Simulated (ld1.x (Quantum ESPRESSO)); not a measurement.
**aluminium: one change to a TM potential, before and after**

```json
{
  "Element": "Al",
  "Generator": "ld1.x (Quantum ESPRESSO) 7.5",
  "Type": "norm-conserving Troullier–Martins (Kleinman–Bylander form)",
  "Functional": "PBE",
  "Relativity": "scalar-relativistic",
  "Frozen core": "[Ne]",
  "Valence charge": "3",
  "Reference configuration": "3s2 3p1",
  "Partial waves": "3p (bound): rc 2.75 bohr; 3s (bound): rc 1.70 bohr",
  "Local potential": "the s channel",
  "Core correction": "a·sin(br)/r model core inside 0.80 bohr"
}
```

Change: wave 3p (bound): rc 2.75 bohr becomes 3p (bound): rc 3.56 bohr.

Cutoffs: the cutoffs (Ry, on a coarse ladder) from which the occupation-weighted sum of valence levels, in a spherical-Bessel basis at the reference potential, stays within 10 and 1 mRy of its value at 400 Ry; they do not see the model core or the augmentation charge, which bear on the density cutoff. Errors are all-electron minus pseudo energies relative to the spin-unpolarised reference configuration.

**Question.** What does the change do?

**Answer.** The potential gets neither clearly harder nor softer (10 Ry and 30 Ry → 10 Ry and 30 Ry); of the 7 tests that both files solve, the error grows in 3 and shrinks in 2 by more than 15 % and 0.3 meV (median size 1.0 → 1.7 meV); neither file shows a bound ghost.

| quantity | base | changed |
| --- | --- | --- |
| cutoff, loose | 10 Ry | 10 Ry |
| cutoff, tight | 30 Ry | 30 Ry |
| bound ghosts | none | none |
| error for 3s2 3p0, meV [ΔE 5.76 eV] | +1.0 | -0.4 |
| error for 3s1 3p0, meV [ΔE 24.99 eV] | +9.8 | +3.3 |
| error for 3s2 3p0.5, meV [ΔE 2.09 eV] | +0.2 | +0.1 |
| error for 3s2 3p1.3, meV [ΔE -0.57 eV] | +0.1 | +0.1 |
| error for 3s1 3p1, meV [ΔE 11.57 eV] | +5.1 | +8.4 |
| error for 3s0 3p3, meV [ΔE 10.45 eV] | -3.0 | +9.0 |
| error for 3s1 3p2, meV [ΔE 5.14 eV] | -1.0 | +1.7 |
